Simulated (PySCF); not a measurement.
**Correlation energy of Sc³⁺ (scandium, charge +3)**

Starting occupation: [Ar]. Computed with PySCF 2.14 in x2c-TZVPPall-2c, with X2C-1e with screened-nucleus spin-orbit coupling, Gaussian nucleus. Frozen: [Ne]; 8 electrons correlated.

MP2 pair energies summed by pair of shells (mhartree):

```
       pair  energy  share (%)
3p3/2-3p3/2  -66.84       37.9
3p1/2-3p3/2  -64.87       36.8
3p1/2-3p1/2  -17.19        9.7
3p3/2-3s1/2  -13.79        7.8
3s1/2-3s1/2   -6.88        3.9
3p1/2-3s1/2   -6.87        3.9
```

Total MP2 correlation energy: -176.44 mhartree.

This basis was not built for core-valence correlation, so the inner-shell part is incomplete.
